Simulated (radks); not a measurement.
Problem. Valence configurations of neutral aluminium (all share [Ne]). All-electron calculation, scalar-relativistic Kohn-Sham, BLYP, spin-polarised, spherical densities, finite nucleus; open shells are filled with parallel spins first; Fermi nuclear charge, rms radius 3.061 fm. Program: a radial shooting solver on a logarithmic mesh with Libxc functionals. Order these by energy: 3s1.5 3p1.5; 3s1 3p2; 3p3; 3s2 3p1; 3s0.5 3p2.5.

Solution. From the lowest, in eV above it: 3s2 3p1 0.000; 3s1.5 3p1.5 2.098; 3s1 3p2 3.881; 3s0.5 3p2.5 6.595; 3p3 9.341. NIST lists [Ne] 3s2 3p1 as the ground configuration; this level of theory agrees among the configurations tried. The energies are those of spherical high-spin densities, not of single terms.
